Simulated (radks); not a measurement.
Hg3+, 77 electrons, occupied as [Xe] 4f14 5d(up 4.875, down 4.125) (fractional occupations, a model configuration). All-electron calculation, scalar-relativistic Kohn-Sham, r2SCAN, spin-polarised, spherical densities, finite nucleus; meta-GGA in the generalised Kohn-Sham scheme; Fermi nuclear charge, rms radius 5.4648 fm. Program: a radial shooting solver on a logarithmic mesh with Libxc functionals.

Unscreened Slater integrals over Kohn-Sham orbitals (hartree). They are taken over the spin-up orbitals.

| integral | value |
|---|---|
| F0(5d,5d) | 0.65607 |
| F2(5d,5d) | 0.34339 |
| F4(5d,5d) | 0.22874 |
| F0(5d,5p) | 0.73831 |
| F2(5d,5p) | 0.37070 |
| G1(5d,5p) | 0.44948 |
| G3(5d,5p) | 0.27918 |
| F0(5d,4f) | 0.84555 |
| F2(5d,4f) | 0.20104 |
| F4(5d,4f) | 0.093880 |
| G1(5d,4f) | 0.063143 |
| G3(5d,4f) | 0.060922 |
| G5(5d,4f) | 0.049169 |
| F0(5p,5p) | 0.86833 |
| F2(5p,5p) | 0.46882 |
| F0(5p,4f) | 1.0709 |
| F2(5p,4f) | 0.33068 |
| G2(5p,4f) | 0.12133 |
| G4(5p,4f) | 0.10384 |
| F0(4f,4f) | 1.8941 |
| F2(4f,4f) | 0.94590 |
| F4(4f,4f) | 0.60357 |
| F6(4f,4f) | 0.43725 |

Derived for the open shells (J is the average intra-shell exchange parameter used in DFT+U). 5d: Racah B = F2/49 - 5 F4/441 = 0.004415 hartree, C = 35 F4/441 = 0.01815 hartree, C/B = 4.11, F4/F2 = 0.666, J = (F2 + F4)/14 = 0.04087 hartree.
